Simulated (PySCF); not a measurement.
Job file and geometry (Å, from GFN2-xTB) of an NMR shielding run on `C#CCP(C)C(F)(F)C(F)(F)F`, C6H6F5P, PySCF, GIAO PBE0/pcSseg-1 NMR shielding, non-relativistic, gas phase; density fitting, a coarse starting grid and PySCF grid level 2 are the driver's defaults:

```
{"job": {"kind": "nmr", "xc": "PBE0", "basis": "pcSseg-1"}, "charge": 0, "multiplicity": 1}
C      3.530625     0.789841     0.412978
C      2.353246     0.883614     0.219012
C      0.929753     0.973134    -0.013355
P      0.105780    -0.488728     0.807849
C      0.689173    -1.811542    -0.332567
C     -1.599074    -0.295305    -0.027017
F     -1.534021     0.023967    -1.345742
F     -2.243025    -1.486062     0.036946
C     -2.446424     0.756010     0.696648
F     -3.725663     0.762624     0.335769
F     -1.958358     1.981729     0.472356
F     -2.394537     0.549817     2.015683
H      4.565356     0.734838     0.574919
H      0.548665     1.898101     0.429228
H      0.722429     0.970260    -1.088879
H      1.753986    -1.952662    -0.154155
H      0.525559    -1.544166    -1.376699
H      0.167771    -2.739152    -0.101291
```

Q: What does the program print?

A: 
```
coarse grid: 17296 points
cycle   1  E = -1071.4503400108  dE =  1.895e+00  |g| = 1.165e+00  |ddm| = 4.093e+00
cycle   2  E = -1071.1198100515  dE =  3.305e-01  |g| = 1.875e+00  |ddm| = 1.791e+00
cycle   3  E = -1071.6885238065  dE = -5.687e-01  |g| = 1.004e-01  |ddm| = 1.143e+00
cycle   4  E = -1071.6899883515  dE = -1.465e-03  |g| = 6.167e-02  |ddm| = 1.334e-01
cycle   5  E = -1071.6906298136  dE = -6.415e-04  |g| = 2.932e-02  |ddm| = 5.802e-02
cycle   6  E = -1071.6908169647  dE = -1.872e-04  |g| = 7.888e-03  |ddm| = 2.504e-02
cycle   7  E = -1071.6908311264  dE = -1.416e-05  |g| = 1.657e-03  |ddm| = 6.299e-03
cycle   8  E = -1071.6908315826  dE = -4.562e-07  |g| = 3.496e-04  |ddm| = 1.351e-03
final grid: 169432 points
cycle   9  E = -1071.7961764354  dE = -7.426e-05  |g| = 9.394e-03  |ddm| = 5.407e-02
cycle  10  E = -1071.7961651156  dE =  1.132e-05  |g| = 1.252e-02  |ddm| = 1.584e-02
cycle  11  E = -1071.7961954986  dE = -3.038e-05  |g| = 1.499e-03  |ddm| = 8.590e-03
cycle  12  E = -1071.7961958901  dE = -3.915e-07  |g| = 6.743e-04  |ddm| = 1.523e-03
cycle  13  E = -1071.7961959901  dE = -9.996e-08  |g| = 2.505e-04  |ddm| = 5.961e-04
cycle  14  E = -1071.7961960032  dE = -1.309e-08  |g| = 5.169e-05  |ddm| = 1.961e-04
cycle  15  E = -1071.7961960038  dE = -6.166e-10  |g| = 1.085e-05  |ddm| = 6.520e-05
converged SCF energy = -1071.7961960038

GIAO shielding tensors (ppm)
atom      isotropic    diamagn.    paramagn.     s11        s22        s33       span
  0 C      108.755     257.471    -148.716     34.082     35.774    256.409    222.327
  1 C      104.518     259.184    -154.666      8.086     10.134    295.334    287.248
  2 C      168.391     253.706     -85.315    155.300    173.911    175.963     20.663
  3 P      350.380     966.301    -615.922    258.054    355.564    437.520    179.466
  4 C      179.594     254.205     -74.611    166.217    179.776    192.788     26.572
  5 C       58.375     249.025    -190.650     38.589     66.185     70.351     31.762
  6 F      321.881     476.172    -154.291    214.037    342.765    408.842    194.805
  7 F      314.128     473.038    -158.909    207.164    333.781    401.441    194.277
  8 C       57.471     244.319    -186.848     50.586     56.487     65.340     14.755
  9 F      273.666     465.902    -192.236    199.155    273.190    348.652    149.497
 10 F      262.275     475.068    -212.793    189.973    257.367    339.484    149.511
 11 F      253.696     472.765    -219.069    177.937    253.296    329.854    151.917
 12 H       30.203      34.010      -3.807     24.591     24.829     41.190     16.599
 13 H       28.796      28.668       0.128     21.797     30.020     34.570     12.773
 14 H       28.954      30.327      -1.373     23.374     30.327     33.159      9.785
 15 H       29.988      30.411      -0.423     24.458     28.487     37.018     12.560
 16 H       30.066      31.492      -1.426     25.607     28.892     35.698     10.091
 17 H       30.183      30.061       0.122     24.849     27.735     37.965     13.117
```

Size and cost of the density-fitted run: 241 basis functions, 67 s wall time on 1 thread of an Arm Neoverse V1, shared host.
